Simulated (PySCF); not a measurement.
# TeF₅⁺, singlet: molecular constants

Computed with PySCF, PBE0, basis Te def2-TZVP with ECP28, F def2-TZVP (scalar-relativistic core potentials, no spin–orbit coupling, density fitting).

The structure is a minimum.

```xyz
6
charge 1 multiplicity 1, angstrom
Te    0.0000    0.0000    0.0000
F     0.0000    0.0000    1.8062
F     0.0000    0.0000   -1.8062
F     1.7973    0.0000    0.0000
F    -0.8987    1.5565    0.0000
F    -0.8986   -1.5565    0.0000
```

```
Point group                                                                   : D3h
Bond lengths                                                                  : Te–F 1.797 Å (×3), Te–F 1.806 Å (×2)
Bond angles                                                                   : F–Te–F 90.0° (×6), F–Te–F 120.0° (×3), F–Te–F 180.0°
Heat capacity Cp at 298.15 K                                                  : 99.8 J/(mol K)
Dipole moment about the centre of mass                                        : 0.00 D
Rotational constants                                                          : 0.09156, 0.07804, 0.07804 cm⁻¹
Rotational symmetry number                                                    : 6
Lowest empty level                                                            : -11.76 eV
Entropy at 298.15 K and 1 bar                                                 : 340.8 J/(mol K)
Zero-point energy                                                             : 32.8 kJ/mol
Enthalpy at 298.15 K above 0 K                                                : 20.58 kJ/mol
Principal quadrupole moments (Buckingham, traceless) about the centre of mass : -2.22, 1.11, 1.11 D Å
Principal polarisabilities                                                    : 30.8, 30.8, 33.8 bohr³
Highest occupied level                                                        : -19.53 eV
```

Harmonic modes (masses in u: Te 129.906, F 18.998):
```csv
symmetry,ω (cm⁻¹),"IR (km/mol, summed over degenerate members)",μ (u)
e',99,1.8,19.18
e',275,75.4,23.55
a2'',305,42.3,22.93
e'',308,0.0,19.00
a1',713,0.0,19.00
a1',725,0.0,19.00
a2'',791,87.9,23.43
e',793,138,22.57
```

In D3h the vibrations span 3e' + 2a2'' + e'' + 2a1'. The a1', e'' modes carry no infrared intensity, as symmetry demands.

Charges (e):
```
  atom  Mulliken  Löwdin  polar tensor  Mayer order to Te1
   Te1      1.90    1.45          3.07                   –
  F2,3     -0.19   -0.10         -0.42                1.13
F4,5,6     -0.18   -0.08         -0.41                1.10
```

Mulliken populations on Te1 (electrons outside its core potential): s 3.17, p 7.79, d 10.75, f 0.39.

Counting electrons, tellurium keeps none of its valence electrons outside its bonds, so the VSEPR class is AX5 and the expected shape is trigonal bipyramidal (D3h), as computed.

Other isomers or separated fragments may lie lower.

The final relaxation and frequency run took 110 s on 4 threads of a shared Intel Xeon Platinum 8259CL @ 2.50GHz (Skylake/Cascade Lake) host, with 205 basis functions and 10 gradients; the process peaked at 2.6 GiB. Launch command: `OMP_NUM_THREADS=4 python axn.py task.json out`.
